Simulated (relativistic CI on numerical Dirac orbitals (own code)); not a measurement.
# Radial parameters of W²⁶⁺

Calculated at this level of theory: Dirac-Coulomb-Breit CI, orbitals from a KLI potential per configuration, a model potential for QED, unscaled Slater integrals (own radial code, finite nucleus).

Slater integrals F^k, G^k are unscaled and averaged over j, outside the closed core [Ar] 3d10; ζ comes from projecting the Hamiltonian with its Breit term on Σ l·s of the shell.

- 4s2 4p6 4d10 4f2: F^2(4f,4f) = 234680, F^4(4f,4f) = 152750, F^6(4f,4f) = 111630, ζ(4f) = 8036 cm⁻¹; <r>(4f) = 0.4452, <r^2>(4f) = 0.2275 (bohr units).
- 4s2 4p6 4d10 4f 5s: ζ(4f) = 8254.1, G^3(4f,5s) = 32987 cm⁻¹; <r>(4f) = 0.441, <r^2>(4f) = 0.2231, <r>(5s) = 0.7944, <r^2>(5s) = 0.7032 (bohr units).
- 4s2 4p6 4d9 4f3: ζ(4d) = 49618, F^2(4f,4f) = 234320, F^4(4f,4f) = 152500, F^6(4f,4f) = 111440, F^2(4d,4f) = 218390, F^4(4d,4f) = 142410, G^1(4d,4f) = 235970, G^3(4d,4f) = 158950, G^5(4d,4f) = 115670, ζ(4f) = 7957.6 cm⁻¹; <r>(4d) = 0.4579, <r^2>(4d) = 0.24, <r>(4f) = 0.4458, <r^2>(4f) = 0.2281 (bohr units).

Averages of the first 10 configurations, taken without configuration mixing, which lowers the lowest level and can move excited configurations by several eV; other configurations of the list can lie among them:

| Configuration | Parity | States | Average energy above the lowest level (eV) |
| --- | --- | --- | --- |
| 4s2 4p6 4d10 4f2 | even | 91 | 6.9 |
| 4s2 4p6 4d10 4f 5s | odd | 28 | 129.7 |
| 4s2 4p6 4d9 4f3 | odd | 3640 | 219.6 |
| 4s2 4p6 4d10 5s2 | even | 1 | 263.1 |
| 4s2 4p6 4d10 4f 5p | even | 84 | 190.6 |
| 4s2 4p6 4d10 5s 5p | odd | 12 | 321.1 |
| 4s2 4p5 4d10 4f3 | even | 2184 | 432.2 |
| 4s2 4p6 4d10 4f 5d | odd | 140 | 272.3 |
| 4s2 4p6 4d10 5p2 | even | 15 | 384.8 |
| 4s2 4p6 4d10 5s 5d | even | 20 | 405.1 |
